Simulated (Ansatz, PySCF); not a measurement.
WOBr4, SMILES [O]=[W]([Br])([Br])([Br])[Br], multiplicity 1. Atoms are numbered in the order given.

```xyz
6

W      0.0000     0.0000     0.3765
O      0.0000     0.0000     2.0726
Br    -0.0001    -0.0001    -2.1769
Br    -2.0853    -1.2040     0.2905
Br     0.0001     2.4079     0.2905
Br     2.0854    -1.2039     0.2905
```

Geometry optimised at PBE0-D3(BJ)/def2-SVP. The spin state was assumed, not searched. The def2 effective core potentials stand for the cores of W; spin–orbit coupling is left out.

Two levels are set side by side: PBE-D3(BJ)/def2-SVP (Ansatz, a program for electronic structure) and PBE0-D3(BJ)/def2-SVP (Ansatz). Each level has its own optimised geometry; the coordinates shown are those of the second. Frequencies come from the Hessian of PySCF at each geometry. Differences are taken from unrounded values.

```tsv
quantity	PBE0-D3(BJ)	PBE-D3(BJ)	PBE-D3(BJ) minus PBE0-D3(BJ)
mean bond length (Å)	2.296	2.316	0.021
bond W1–O2 (Å)	1.696	1.723	0.027
bond W1–Br3 (Å)	2.553	2.570	0.017
bond W1–Br4 (Å)	2.409	2.430	0.020
bond W1–Br5 (Å)	2.409	2.430	0.020
bond W1–Br6 (Å)	2.409	2.430	0.020
highest harmonic wavenumber (cm⁻¹)	1023	951	-72
mean harmonic wavenumber (cm⁻¹)	240	228	-12
zero-point energy (kcal/mol)	4.12	3.91	-0.21
```

GGA bonds tend to be longer and softer than those of functionals with exact exchange. Differences between two approximate levels are no errors against the true value.
